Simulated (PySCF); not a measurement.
Method: PBE-D3(BJ)/def2-TZVP // B3LYP-D3(BJ)/def2-TZVP in PySCF 2.14.0. All species are isolated molecules in the gas phase. 

Reference species (SMILES): `C(=C)C#C` (neutral, multiplicity 1).

```yaml
HOMO–LUMO gap: 4.22 eV
LUMO: -1.94 eV
```

Changed species: `C1=CC=C1`.

Q: What does the change do to the HOMO–LUMO gap and LUMO?

A: the HOMO–LUMO gap falls by 2.23 eV, to 1.99 eV; the LUMO falls by 0.67 eV, to -2.61 eV.
